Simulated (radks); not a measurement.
Question: The mean radii <r> (bohr) of the occupied orbitals of an atom or ion are listed with their occupations. Calculated with a radial shooting solver on a logarithmic mesh with Libxc functionals: Dirac Kohn-Sham, PBEsol, spin-unpolarised, spherical densities, finite nucleus; Fermi nuclear charge, rms radius of each element as measured or else 0.836 A^(1/3) + 0.57 fm.

orbital  occ.      <r>
1s1/2       2  0.02782
2s1/2       2   0.1195
2p1/2       2   0.1008
2p3/2       4   0.1064
3s1/2       2   0.3220
3p1/2       2   0.3124
3p3/2       4   0.3238
3d3/2       4   0.2948
3d5/2       6   0.2984
4s1/2       2   0.7644
4p1/2       2   0.8010
4p3/2       4   0.8297
4d3/2       4   0.9603
4d5/2       6   0.9722
5p1/2       2    2.354
5p3/2       3    2.447

Name the element and its charge. Open shells, if any, fill j = l - 1/2 first.

Answer: Z = 52, tellurium, charge +1: Te+ in [Kr] 4d10 5p5. The 1s radius gives Z: for a bare nucleus <r> = (2 gamma + 1)/(2Z) with gamma = sqrt(1 - (Z/c)^2), 0.02741 bohr for Z = 52, and screening makes it slightly larger (0.02782 here). The occupations add up to 51, and the charge is Z minus that.
